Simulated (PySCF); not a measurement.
C$_{2}$H$_{8}$GaN (SMILES [CH3][Ga]([CH3])[NH2]), singlet, geometry from GFN2-xTB (such geometries of metal compounds can be far from the true shape), with bond 3-2 at 1.25 times its length; B3LYP/6-31G run with PySCF.

The PySCF input:
```python
from pyscf import gto, scf, dft

mol = gto.M(
    atom='''
Ga   -0.00709451    0.00460620   -0.00714112
C    -1.47199618   -1.39543412   -0.17665421
H    -0.93130176   -2.61948903   -0.45065480
H    -2.17872222   -1.14504898   -0.97070797
H    -2.02896157   -1.48152489    0.75972005
C     0.13033080    1.80004736   -0.94945224
H     0.26125667    1.66657442   -2.02620221
H     0.98208639    2.36703510   -0.56726568
H    -0.77564079    2.39282419   -0.80161230
N     1.35270193   -0.41356163    1.13700129
H     2.15140436    0.17015384    1.35088087
H     1.42902616   -1.27087592    1.67004633
''',
    basis='6-31g',
    verbose=4,
)

mf = dft.RKS(mol)
mf.xc = 'b3lyp'
mf.kernel()
mo_i, mo_e, stable_i, stable_e = mf.stability(internal=True, external=True, return_status=True, nroots=6, tol=1e-6)
print('internally stable:', stable_i, ' externally stable:', stable_e)
if not stable_e:
    umf = mf.to_uhf() if not hasattr(mf, 'xc') else mf.to_uks()
    umf.scf_summary = {}
    umf.kernel(umf.make_rdm1(mo_e, umf.mo_occ))
```

Write the output that PySCF gives for this input, abridged.


```
PySCF version 2.14.0

[INPUT] verbose = 4
[INPUT] num. atoms = 12
[INPUT] num. electrons = 58
[INPUT] charge = 0
[INPUT] spin (= nelec alpha-beta = 2S) = 0
[INPUT] symmetry False subgroup None
[INPUT] Mole.unit = angstrom
[INPUT] Symbol           X                Y                Z      unit          X                Y                Z       unit  Magmom
[INPUT]  1 Ga    -0.007094510000   0.004606200000  -0.007141120000 AA   -0.013406680888   0.008704456475  -0.013494761023 Bohr   0.0
[INPUT]  2 C     -1.471996180000  -1.395434120000  -0.176654210000 AA   -2.781669636606  -2.636988311673  -0.333828075651 Bohr   0.0
[INPUT]  3 H     -0.931301760000  -2.619489030000  -0.450654800000 AA   -1.759905265725  -4.950116853003  -0.851614148721 Bohr   0.0
[INPUT]  4 H     -2.178722220000  -1.145048980000  -0.970707970000 AA   -4.117188297304  -2.163828971413  -1.834372210233 Bohr   0.0
[INPUT]  5 H     -2.028961570000  -1.481524890000   0.759720050000 AA   -3.834181684568  -2.799676288826   1.435662825841 Bohr   0.0
[INPUT]  6 C      0.130330800000   1.800047360000  -0.949452240000 AA    0.246289517595   3.401596521646  -1.794204701955 Bohr   0.0
[INPUT]  7 H      0.261256670000   1.666574420000  -2.026202210000 AA    0.493703554516   3.149369220006  -3.828967249888 Bohr   0.0
[INPUT]  8 H      0.982086390000   2.367035100000  -0.567265680000 AA    1.855874307763   4.473048066232  -1.071976775065 Bohr   0.0
[INPUT]  9 H     -0.775640790000   2.392824190000  -0.801612300000 AA   -1.465748664141   4.521782383334  -1.514827705083 Bohr   0.0
[INPUT] 10 N      1.352701930000  -0.413561630000   1.137001290000 AA    2.556236175871  -0.781518216329   2.148621041377 Bohr   0.0
[INPUT] 11 H      2.151404360000   0.170153840000   1.350880870000 AA    4.065565023595   0.321544156643   2.552794871214 Bohr   0.0
[INPUT] 12 H      1.429026160000  -1.270875920000   1.670046330000 AA    2.700468067239  -2.401607427105   3.155930179035 Bohr   0.0

nuclear repulsion = 271.076187220256
number of shells = 42
number of NR pGTOs = 188
number of NR cGTOs = 70
basis = 6-31g
ecp = {}

******** <class 'pyscf.dft.rks.RKS'> ********
method = RKS
initial guess = minao
damping factor = 0
level_shift factor = 0
DIIS = <class 'pyscf.scf.diis.CDIIS'>
diis_start_cycle = 1
diis_space = 8
diis_damp = 0
SCF conv_tol = 1e-09
SCF conv_tol_grad = None
SCF max_cycles = 50
direct_scf = True
direct_scf_tol = 1e-13
XC library pyscf.dft.libxc version 7.1.2
    S. Lehtola, C. Steigemann, M. J. T. Oliveira, and M. A. L. Marques,  SoftwareX 7, 1–5 (2018)
XC functionals = b3lyp
    P. J. Stephens, F. J. Devlin, C. F. Chabalowski, and M. J. Frisch,  J. Phys. Chem. 98, 11623 (1994)
radial grids:
    Treutler-Ahlrichs [JCP 102, 346 (1995); DOI:10.1063/1.469408] (M4) radial grids

becke partition: Becke, JCP 88, 2547 (1988); DOI:10.1063/1.454033
pruning grids: <function nwchem_prune>
grids dens level: 3
symmetrized grids: False
atomic radii adjust function: <function treutler_atomic_radii_adjust>
small_rho_cutoff = 0
Set gradient conv threshold to 3.16228e-05
Initial guess from minao.
tot grids = 141512
init E= -2059.65855194184
cycle= 1 E= -2060.2172545782  delta_E= -0.559  |g|= 0.656  |ddm|= 2.99
cycle= 2 E= -2060.05268006924  delta_E= 0.165  |g|= 1.03  |ddm|= 1.36
cycle= 3 E= -2060.31735217307  delta_E= -0.265  |g|= 0.16  |ddm|= 0.889
cycle= 4 E= -2060.32412078997  delta_E= -0.00677  |g|= 0.0248  |ddm|= 0.156
cycle= 5 E= -2060.32427821259  delta_E= -0.000157  |g|= 0.00724  |ddm|= 0.0314
cycle= 6 E= -2060.3242870704  delta_E= -8.86e-06  |g|= 0.00252  |ddm|= 0.00873
cycle= 7 E= -2060.32428849165  delta_E= -1.42e-06  |g|= 0.00054  |ddm|= 0.00265
cycle= 8 E= -2060.32428855951  delta_E= -6.79e-08  |g|= 0.000175  |ddm|= 0.000684
cycle= 9 E= -2060.32428856782  delta_E= -8.31e-09  |g|= 1.66e-05  |ddm|= 0.000218
cycle= 10 E= -2060.32428856794  delta_E= -1.16e-10  |g|= 2.47e-06  |ddm|= 3.83e-05
Extra cycle  E= -2060.32428856792  delta_E= 1.46e-11  |g|= 3.77e-06  |ddm|= 6.48e-06
converged SCF energy = -2060.32428856792
rhf_internal: lowest eigs of H = [0.8803362  0.88617222 0.98484734 1.0258004  1.04164893 1.06843497]
<class 'pyscf.dft.rks.RKS'> wavefunction is stable in the internal stability analysis
rhf_real2complex: lowest eigs of H = [0.19392185 0.20890239 0.21349063 0.2318123  0.24652803 0.25684802]
<class 'pyscf.dft.rks.RKS'> wavefunction is stable in the real -> complex stability analysis
rhf_external: lowest eigs of H = [0.14815321 0.18930632 0.19136208 0.202653   0.21886929 0.23586961]
<class 'pyscf.dft.rks.RKS'> wavefunction is stable in the RHF/RKS -> UHF/UKS stability analysis
internally stable: True  externally stable: True
```
